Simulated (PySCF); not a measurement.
C6H8F2N2Si.
Z-matrix (Å and degrees, PBE0-D3(BJ)/def2-SVP geometry), rows numbered from 1:
```
C 
C   1  1.3385
C   2  1.4602  1  125.66
N   3  1.3154  2  123.00  1  -148.11
C   4  1.3613  3  106.02  2   179.25
C   5  1.3723  4  110.10  3     0.69
N   3  1.3798  2  124.99  1    32.09
Si  7  1.7868  3  130.07  2     8.67
C   2  1.5084  1  121.09  3  -179.69
F   9  1.3496  2  111.17  1     6.66
F   9  1.3538  2  109.32  1  -112.10
H   1  1.0925  2  122.00  3     3.06
H   1  1.0912  2  120.31  3  -179.23
H   5  1.0890  4  122.00  3  -179.68
H   6  1.0875  5  131.55  4   178.57
H   8  1.4894  7  110.78  3   -82.73
H   8  1.4849  7  109.16  3    39.22
H   8  1.4878  7  104.59  3   159.07
H   9  1.1021  2  111.07  1   128.56
```

Method used: PBE0-D3(BJ)/def2-SVP geometry optimisation, gas phase (PySCF).

Take the most abundant isotopes and a rigid rotor. The values belong to one conformer with, in the numbering `[CH2:1]=[C:2]([c:3]1[n:4][cH:5][cH:6][n:7]1[SiH3:8])[CH:9]([F:10])[F:11]`, C1–C2–C3–N4 -148°, C1–C2–C9–F10 7°.

**Question.** Give the principal moments of inertia and the rotational constants in MHz.

**Answer.** Ia = 338.28, Ib = 725.47, Ic = 933.97 u·Å²; 505379 MHz·u·Å²/I gives A = 1494, B = 696.6, C = 541.1 MHz.

**Question.** Classify the top.

**Answer.** An asymmetric top: κ = (2 × 696.6 − 1494 − 541.1)/(1494 − 541.1) = -0.67.

**Question.** Is it planar, by Δ = Ic − Ia − Ib?

**Answer.** Not planar: Δ = Ic − Ia − Ib = -129.78 u·Å². For a rigid frame Δ = −2 Σ m c², so Σ m c² = 64.89 u·Å² lies off the ab plane: 6.72 from hydrogen and 58.17 from heavier atoms. The atom farthest from that plane is 1.35 Å away.

**Question.** Give the other two planar moments, Paa and Pbb, and the rms extents of the mass along the axes.

**Answer.** Paa = Σ m a² = (Ib + Ic − Ia)/2 = 660.58 and Pbb = Σ m b² = (Ia + Ic − Ib)/2 = 273.39 u·Å². With the mass M = 174.04 u, the rms extents √(P/M) along a, b and c are 1.95, 1.25, 0.61 Å.

**Question.** Give the coordinates in the principal-axis frame, origin at the centre of mass.

**Answer.** The sense of each axis is arbitrary; atoms in the order of the calculation.
```tsv
atom	mass (u)	a (Å)	b (Å)	c (Å)
C1	12.000	-0.894	-1.603	0.955
C2	12.000	-0.861	-0.360	0.458
C3	12.000	0.333	0.466	0.309
N4	14.003	0.315	1.777	0.411
C5	12.000	1.601	2.186	0.232
C6	12.000	2.412	1.104	0.002
N7	14.003	1.600	-0.014	0.045
Si8	27.977	2.138	-1.661	-0.390
C9	12.000	-2.121	0.326	-0.007
F10	18.998	-3.214	-0.411	0.286
F11	18.998	-2.078	0.479	-1.351
H12	1.008	0.001	-2.094	1.346
H13	1.008	-1.837	-2.147	1.015
H14	1.008	1.883	3.237	0.271
H15	1.008	3.478	1.032	-0.203
H16	1.008	2.296	-2.505	0.827
H17	1.008	1.150	-2.267	-1.319
H18	1.008	3.461	-1.464	-1.040
H19	1.008	-2.222	1.323	0.451
```

**Question.** List the rotational levels J(Ka,Kc) to J = 4 (MHz).

**Answer.** Above 0(0,0):
J = 1: 1(0,1) 1238, 1(1,1) 2035, 1(1,0) 2191
J = 2: 2(0,2) 3693, 2(1,2) 4355, 2(1,1) 4822, 2(2,1) 7214, 2(2,0) 7234
J = 3: 3(0,3) 7326, 3(1,3) 7823, 3(1,2) 8754, 3(2,2) 10927, 3(2,1) 11027, 3(3,1) 15314, 3(3,0) 15316
J = 4: 4(0,4) 12089, 4(1,4) 12426, 4(1,3) 13969, 4(2,3) 15862, 4(2,2) 16150, 4(3,2) 20302, 4(3,1) 20314, 4(4,1) 26395, 4(4,0) 26395
Those of J = 1 are B + C, A + C and A + B.

**Question.** Which types of transition are allowed, and where do some lines up to J = 3 fall?

**Answer.** The dipole components are |μa| = 3.38 D, |μb| = 2.06 D, |μc| = 0.45 D. Intensities carry the squares of the components, which stand as 1.00 : 0.37 : 0.02 (a : b : c). Some lines, for components of 0.1 D or more:

| type | branch | J(Ka,Kc) | MHz | lower level (cm⁻¹) |
| --- | --- | --- | --- | --- |
| c | Q | 3(1,3) ← 3(0,3) | 497 | 0.244 |
| a | Q | 3(1,2) ← 3(1,3) | 931 | 0.261 |
| b | Q | 1(1,0) ← 1(0,1) | 953 | 0.041 |
| b | Q | 3(1,2) ← 3(0,3) | 1429 | 0.244 |
| b | R | 3(1,2) ← 2(2,1) | 1541 | 0.241 |
| c | Q | 3(2,2) ← 3(1,2) | 2173 | 0.292 |
| b | Q | 3(2,1) ← 3(1,2) | 2273 | 0.292 |
| c | Q | 2(2,1) ← 2(1,1) | 2392 | 0.161 |
| a | R | 2(0,2) ← 1(0,1) | 2455 | 0.041 |
| b | R | 3(0,3) ← 2(1,2) | 2971 | 0.145 |
| a | R | 3(1,3) ← 2(1,2) | 3468 | 0.145 |
| a | R | 3(0,3) ← 2(0,2) | 3633 | 0.123 |
| a | R | 3(2,2) ← 2(2,1) | 3713 | 0.241 |
| a | R | 3(2,1) ← 2(2,0) | 3793 | 0.241 |
| b | R | 3(1,3) ← 2(0,2) | 4130 | 0.123 |
| b | Q | 3(3,0) ← 3(2,1) | 4289 | 0.368 |
| b | Q | 3(3,1) ← 3(2,2) | 4388 | 0.364 |
| b | R | 2(2,1) ← 1(1,0) | 5023 | 0.073 |
| c | R | 2(2,0) ← 1(1,0) | 5044 | 0.073 |
| b | R | 2(2,0) ← 1(1,1) | 5199 | 0.068 |
| b | R | 3(2,2) ← 2(1,1) | 6105 | 0.161 |
| c | R | 3(2,1) ← 2(1,1) | 6206 | 0.161 |
| b | R | 3(2,1) ← 2(1,2) | 6672 | 0.145 |
| b | R | 3(3,1) ← 2(2,0) | 8080 | 0.241 |

**Question.** Estimate the classical rotational partition function at 50 K, 200 K and 298.15 K.

**Answer.** Point group C1, symmetry number σ = 1; q = (√π/σ)·√((kT/h)³/(ABC)), k/h = 20836.6 MHz/K: 79400 at 50 K, 635000 at 200 K, 1160000 at 298.15 K.

No PBE0-D3(BJ)/def2-SVP frequencies stand behind this structure, so it isn't proved a minimum. Constants of a rigid frame at the computed geometry: no zero-point averaging, no centrifugal distortion. A rigid rotor knows nothing of internal rotation, which can split or shift real lines. Quadrupole hyperfine structure (14N) is left out.

Cost: about 5 min of CPU time on one thread; the machine was shared, so the figure is rough. These figures are those of the optimisation.
